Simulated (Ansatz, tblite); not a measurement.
Removing and adding an electron: MoSF₄. Total charge 0; singlet. Geometry: r2SCAN-D4/def2-SVP. Ansatz, gas phase; energy differences of separate SCF runs; the oxidised species was run as a doublet alone; the reduced species was run as a doublet alone.

```xyz
6

Mo    0.017   -0.013    0.001
S    -1.663    1.220   -0.059
F     1.374    0.974   -0.760
F    -0.009   -0.954   -1.583
F    -0.552   -1.578    0.789
F     0.833    0.350    1.612
```

In the def2 sets Mo takes a core potential; there is no spin–orbit coupling. The xTB rows come from tblite.

(1) Estimate orbital energies and vertical ionisation energies and electron affinities at: GFN1-xTB; GFN2-xTB; PBE-D4/def2-TZVP; PBE-D4/def2-TZVPD; PBE0-D4/def2-TZVP; PBE0-D4/def2-TZVPD; ωB97M-V/def2-TZVP; ωB97M-V/def2-TZVPD.

Results:

(1) 
| level | −HOMO (eV) | vertical IE (eV) | −LUMO (eV) | vertical EA (eV) | HOMO–LUMO gap (eV) | IE − EA (eV) | remarks |
| --- | --- | --- | --- | --- | --- | --- | --- |
| GFN1-xTB | 13.23 | 16.76 | 9.67 | 6.41 | 3.56 | 10.35 | – |
| GFN2-xTB | 13.01 | 16.29 | 10.33 | 7.06 | 2.68 | 9.22 | – |
| PBE-D4/def2-TZVP | 8.30 | 11.47 | 5.33 | – | 2.97 | – | – |
| PBE-D4/def2-TZVPD | 8.29 | – | 5.33 | 2.15 | 2.96 | – | HOMO above zero (-1 doublet), restricted SCF unstable in HF (singlet) |
| PBE0-D4/def2-TZVP | 9.72 | 11.83 | 4.67 | – | 5.05 | – | restricted SCF unstable in HF (singlet) |
| PBE0-D4/def2-TZVPD | 9.68 | – | 4.63 | 2.83 | 5.05 | – | restricted SCF unstable in HF (singlet) |
| ωB97M-V/def2-TZVP | 11.84 | 11.88 | 2.38 | – | 9.46 | – | restricted SCF unstable in HF (singlet) |
| ωB97M-V/def2-TZVPD | 11.82 | – | 2.37 | 2.98 | 9.45 | – | restricted SCF unstable in HF (singlet) |

   A HOMO above zero means that the electron is unbound at that level or that self-interaction error raises the level; the energy of removing that electron tells which. Raw xTB energy differences between charge states are shifted by several eV; the methods need an empirical correction for them.
